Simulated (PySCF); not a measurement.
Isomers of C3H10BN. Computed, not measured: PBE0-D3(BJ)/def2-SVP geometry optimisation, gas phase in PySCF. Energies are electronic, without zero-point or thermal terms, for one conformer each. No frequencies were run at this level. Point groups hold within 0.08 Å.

Question: Order them by energy at this level, lowest first, and give relative energies in kJ/mol.
A. `[BH2:1][NH:2][CH2:3][CH2:4][CH3:5]` with B1–N2–C3–C4 -115°, N2–C3–C4–C5 180°
B. `CB(NC)C`

Answer: B (0.0), A (74.8).

```csv
SMILES,E (Eh),E rel (kJ/mol),dipole (D),point group,"A, B, C (MHz)"
CNB(C)C,-199.61381,0.0,1.44,Cs,"7124, 3459, 2435"
BNCCC,-199.58534,74.8,2.28,C1,"17642, 2154, 2131"
```

Q: As an exercise, what shares would exp(−E/RT) give at 2000 K from these electronic energies alone (no entropy, no degeneracies)?

A: RT = 16.629 kJ/mol: CNB(C)C 98.9 %, BNCCC 1.1 %.
